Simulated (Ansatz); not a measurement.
`[CH3][SbH2]` → `[CH2]` (triplet) + `[SbH3]` at 500 K and 1 bar (formal loss of a carbene).

Gas-phase electronic energies from Ansatz, PBE0-D4/def2-TZVP geometries. CCSD(T)/CBS adds triple-zeta CCSD(T) − MP2 to the extrapolated MP2 energy (def2 sets, frozen cores). This one scheme is used for every species. Triplets are unrestricted, without spin–orbit coupling. Elements past krypton have def2 core potentials. For Sb outer-core shells are correlated without core-valence functions, which leaves a few kJ/mol of doubt a bond.

```json
{"species": "`[CH3][SbH2]`", "CCSD(T)/CBS energy (Eh)": "-281.05548", "H − E (kJ/mol)": "159.6", "S (J/(mol·K))": "323.2"}
{"species": "`[CH2]` (triplet)", "CCSD(T)/CBS energy (Eh)": "-39.09499", "H − E (kJ/mol)": "62.7", "S (J/(mol·K))": "213.9"}
{"species": "`[SbH3]`", "CCSD(T)/CBS energy (Eh)": "-241.78682", "H − E (kJ/mol)": "70.2", "S (J/(mol·K))": "256.6"}
```

H − E and S are ideal-gas, rigid-rotor, harmonic terms from PBE0-D4/def2-TZVP, with the whole ground term of open shells counted as degenerate. 1 Eh = 2625.50 kJ/mol, R = 8.31446 J/(mol·K).

Q: By hand: ΔE, ΔH, ΔS and ΔG.

A: ΔE = (-39.09499) + (-241.78682) − (-281.05548) = 0.17367 Eh = 456.0 kJ/mol. Δ(H − E) = 62.7 + 70.2 − 159.6 = -26.7, so ΔH = 429.3 kJ/mol. ΔS = 213.9 + 256.6 − 323.2 = 147.3 J/(mol·K). ΔG = 429.3 − 500 × (147.3)/1000 = 355.6 kJ/mol.

Q: By hand: the equilibrium constant, and the temperature at which ΔG would vanish if ΔH and ΔS stayed fixed.

A: log₁₀ K = −ΔG/(RT ln 10) = -37.1. ΔG = 0 at ΔH/ΔS = 2914 K, far beyond where these terms or the molecules hold.

The number of gas molecules changes by +1, which sets the sign of ΔS. A doubt of 5 kJ/mol in ΔE shifts log₁₀ K by 0.5 here. A triplet takes part, so the spin changes. These are equilibria of isolated gas molecules and say nothing of rates. Largest T1 diagnostic: 0.014 (customary marks: 0.02 for closed shells, 0.045 for open ones).
